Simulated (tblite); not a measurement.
`C[P@H+]1C(F)=C1[SiH3]` (charge +1). Computed geometry: GFN2-xTB, gas phase.

```
atom  x, y, z in Å
C1    -2.0525   -1.0334    0.3603
P2    -1.0696    0.1478   -0.6043
C3    -0.1749    1.5035    0.1200
F4    -0.2935    2.6928    0.6146
C5     0.6564    0.4968   -0.1473
Si6    2.5291    0.0166   -0.0290
H7    -1.8974   -2.0431   -0.0249
H8    -1.7368   -0.9893    1.4042
H9    -3.1137   -0.7851    0.2893
H10   -1.3502    0.2006   -1.9558
H11    3.0060    0.3004   -1.3773
H12    2.4729   -1.4010    0.3090
H13    3.0197    0.8938    1.0236
```

**Question.** How far are the heavy atoms from their best plane (unweighted least squares)?

**Answer.** 0.341 Å rms; C1 0.44, P2 0.63, C3 0.07, F4 0.23, C5 0.13, Si6 0.16 Å (magnitudes).

**Question.** Which two atoms are farthest apart?

**Answer.** H9···H11, 6.43 Å; the next longest distance is 6.40 Å.

**Question.** How far apart are these pairs, which share no bond: P2···H9, F4···H12, H8···H9, H10···H12?

**Answer.** P2···H9 2.418 Å (2 bonds apart); F4···H12 4.950 Å (4 bonds apart); H8···H9 1.783 Å (2 bonds apart); H10···H12 4.723 Å (4 bonds apart).

**Question.** What is the repulsion energy of the bare nuclei, Σ ZA·ZB/RAB?

**Answer.** 343.76 Eh over 78 pairs, with full nuclear charges and distances in bohr; the largest single term is 30.47 Eh (P2 with Si6).

**Question.** What are the angles H8–C1–H9, P2–C1–H9, P2–C5–Si6, H11–Si6–H13?

**Answer.** From the scalar product of the two bond vectors; for H8–C1–H9 it is -0.3982 Å² over 1.0915 × 1.0922 Å², cos θ = -0.3340. H8–C1–H9 109.5°; P2–C1–H9 110.1°; P2–C5–Si6 152.3°; H11–Si6–H13 116.2°.

**Question.** Where is the centre of mass (commonest isotopes), and what is the radius of gyration?

**Answer.** Mass 121.004 u; centre at (0.112, 0.528, -0.035) Å; Rg = √(Σ m r²/M) = 2.031 Å. As Ia + Ib + Ic = 2 Σ m r², the three principal moments sum to 997.9 u·Å².

**Question.** Give the dihedral angles C5–P2–C3–F4, C1–P2–C3–F4, H7–C1–P2–C3, H9–C1–P2–H10, H8–C1–P2–C5, F4–C3–C5–P2.

**Answer.** C5–P2–C3–F4 -178° (antiperiplanar); C1–P2–C3–F4 -78° (synclinal); H7–C1–P2–C3 -139° (anticlinal); H9–C1–P2–H10 -60° (synclinal); H8–C1–P2–C5 33° (synclinal); F4–C3–C5–P2 178° (antiperiplanar). Dihedral signs follow IUPAC: positive where, seen along the central bond, the front bond turns clockwise onto the rear one.

**Question.** Write the matrix of distances between heavy atoms (Å, lower triangle).

**Answer.** 
```
C1    0.000
P2    1.814  0.000
C3    3.165  1.778  0.000
F4    4.128  2.927  1.293  0.000
C5    3.152  1.819  1.333  2.511  0.000
Si6   4.716  3.647  3.089  3.943  1.937  0.000
```

Its GFN2-xTB frequencies are all real (lowest 28 cm⁻¹). 2 starts were optimised and ended at 0.00 and 0.06 kcal/mol (GFN2-xTB); the lowest of these is shown.
